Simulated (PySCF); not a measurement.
Basis set benchmark on one molecule

Molecule: 2-methyl-1-fluorobenzene (SMILES c1cc(C)c(F)cc1).

Geometry (Å), atoms numbered from 1 in this order:
```xyz
15

C     2.1960    0.5578    0.0695
C     0.7116    0.3596    0.0432
C    -0.2004    1.4187    0.0201
C    -1.5773    1.1965    0.0023
C    -2.0718   -0.1058    0.0075
C    -1.1872   -1.1832    0.0295
C     0.1770   -0.9313    0.0471
F     1.0248   -1.9651    0.0689
H     2.6865    0.0081   -0.7483
H     2.6310    0.1818    1.0093
H     2.4524    1.6215   -0.0248
H     0.1857    2.4416    0.0145
H    -2.2647    2.0449   -0.0162
H    -3.1484   -0.2892   -0.0065
H    -1.5355   -2.2176    0.0335
```

Geometry PBE0-D3(BJ)/def2-SVP throughout; GIAO in PySCF 2.14, gas phase, one conformer, non-relativistic; equivalent atoms averaged; functional PBE0.

Reference values (measured; G. Saielli, R. Bini, A. Bagno, Computational 19F NMR. 2. Organic compounds, RSC Adv. 2014, ESI (exp. from Berger-Braun-Kalinowski 1994 and Everett 1995)): δ(F8) = -118.2 ppm vs CFCl3. Computed shifts are taken against CFCl3, calculated as an isolated molecule at each level.

Question: How do the basis sets STO-3G, pcSseg-0, 6-31G, 6-31G*, cc-pVDZ, def2-SVP, pcSseg-1, aug-cc-pVDZ, 6-311+G(2d,p), def2-TZVP perform against the reference? Times are CPU seconds on shared hosts with different chips, so compare them loosely.

Answer: 
| basis set | functions | F8 | abs. error F | core-s |
| --- | --- | --- | --- | --- |
| STO-3G | 47 | -10.4 | 107.8 | 4.8 |
| pcSseg-0 | 86 | -107.7 | 10.5 | 7.5 |
| 6-31G | 86 | -122.9 | 4.7 | 9.7 |
| 6-31G* | 126 | -106.5 | 11.7 | 15 |
| cc-pVDZ | 147 | -102.0 | 16.2 | 16 |
| def2-SVP | 147 | -93.4 | 24.8 | 15 |
| pcSseg-1 | 171 | -113.4 | 4.8 | 20 |
| aug-cc-pVDZ | 247 | -113.4 | 4.8 | 38 |
| 6-311+G(2d,p) | 258 | -120.3 | 2.1 | 42 |
| def2-TZVP | 290 | -115.9 | 2.3 | 48 |

For 19F the closest is 6-311+G(2d,p) (2.1 ppm, with def2-TZVP practically level) and the furthest STO-3G (107.8 ppm). Where a smaller basis beats a larger one, errors probably cancel. One molecule is a small sample, and vibrational and solvent effects are absent from the calculation.

A small basis that lands close on one nucleus may do so by chance; judge by the trend and by all nuclei.
